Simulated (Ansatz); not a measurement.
Gas-phase electronic energies from Ansatz, PBE0-D4/def2-TZVP geometries. CBS: MP2 limit from def2 TZ/QZ plus the TZ coupled-cluster correction, frozen cores. Functionals use def2-TZVPP. Each species was taken in one conformer, which may not be the lowest.

Consider the formal exchange of groups at a P–Si bond: `P[SiH]1CC1` + `CC[SiH3]` → `CC[SiH2]P` + `C1C[SiH2]1`.

Question: Is it downhill or uphill in electronic energy at CCSD(T)/CBS, and by how much? (Best estimate.)

Answer: Computed: Uphill: ΔE = +4.5 kJ/mol.

Question: What do these levels give: revPBE-D4, r2SCAN0-D4, B2PLYP, LC-ωPBE, CCSD/def2-TZVPP, CCSD/CBS(def2)? (Estimate.)

Answer: The calculation gave: revPBE-D4 5.6, r2SCAN0-D4 5.4, B2PLYP 6.4, LC-ωPBE 5.1, CCSD/def2-TZVPP 4.8, CCSD/CBS(def2) 3.9 kJ/mol.

Largest T1 diagnostic among the species: 0.012.

Leaving LDA and LC-ωPBE aside and taking each functional with its dispersion term where it has one, the values, not all of them listed here, spread over 2.0 kJ/mol, from ωB97X-V to B2PLYP.
